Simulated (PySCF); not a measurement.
## Shapes and spin states of Sr₃

These are results of PBE0/[Sr def2-TZVP with ECP28], scalar-relativistic core potentials, density fitting, no spin–orbit coupling, PySCF, not measurements.

Relaxations began from a few typed shapes and spin states; open shells are unrestricted. The search is not exhaustive: other isomers or separated fragments can lie lower, and high-lying points may rest on an excited occupation.

(1) Which is the lowest minimum found?
A. triplet C∞v: Sr–Sr 3.819 Å, Sr–Sr 4.382 Å; Sr–Sr–Sr 180.0°
B. triplet C2v: Sr–Sr 3.785 Å, Sr–Sr 4.095 Å (×2); Sr–Sr–Sr 55.1°, Sr–Sr–Sr 62.5° (×2)
C. triplet C2v: Sr–Sr 3.948 Å (×2), Sr–Sr 4.960 Å; Sr–Sr–Sr 51.1° (×2), Sr–Sr–Sr 77.8°
D. singlet D∞h: Sr–Sr 4.617 Å (×2); Sr–Sr–Sr 180.0°
E. singlet D3h: Sr–Sr 4.320 Å (×3); Sr–Sr–Sr 60.0° (×3)
F. triplet D∞h: Sr–Sr 4.088 Å (×2); Sr–Sr–Sr 180.0°

## Answers

(1) E. The others lie at 34.0 (singlet D∞h), 54.5 (triplet C2v), 73.4 (triplet C2v), 97.9 (triplet C∞v), 101.4 (triplet D∞h, a saddle point) kJ/mol above it.

The electron or spin density has lower symmetry than the nuclear frame for the triplet C∞v at 97.9 kJ/mol, triplet D∞h at 101.4 kJ/mol.
